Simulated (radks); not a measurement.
Results of a calculation; reference values are marked as such.
Fractional charge and spin in the 4s shell of bromine: the spin-up occupation runs from 0 to 1 and the spin-down occupation from 0 to 1; the fullest corner is Br+, [Ar] 3d10 4p(up 2, down 2) 4s(up 1, down 1). Code: a radial shooting solver on a logarithmic mesh with Libxc functionals. Model: scalar-relativistic Kohn-Sham, PBE, spin-polarised, spherical densities, finite nucleus; Fermi nuclear charge, rms radius of each element as measured or else 0.836 A^(1/3) + 0.57 fm. Energy (eV) above the fullest corner. The planes named below are the two flat planes that join the four corners, with an edge along up + down = one added electron.

down \ up       0    0.25     0.5    0.75       1
0          85.584  72.040  59.291  47.327  36.140
0.25       72.040  59.370  47.480  36.363  26.008
0.5        59.291  47.480  36.438  26.153  16.616
0.75       47.327  36.363  26.153  16.686   7.951
1          36.140  26.008  16.616   7.951   0.000

Corners above the fullest one (they belong to Br2+ and the next ion): (up 1, down 0) 36.140 eV, (up 0, down 1) 36.140 eV, (up 0, down 0) 85.584 eV. With half an added electron in each spin the energy lies 0.298 eV from the planes, and with half an added electron in spin up alone -1.571 eV. The planes are only a guide here: the flat-plane condition holds for ground states with one frontier orbital, while this shell lies below other occupied shells, so the corners above the fullest one are inner-hole states and not the ground states of those ions.
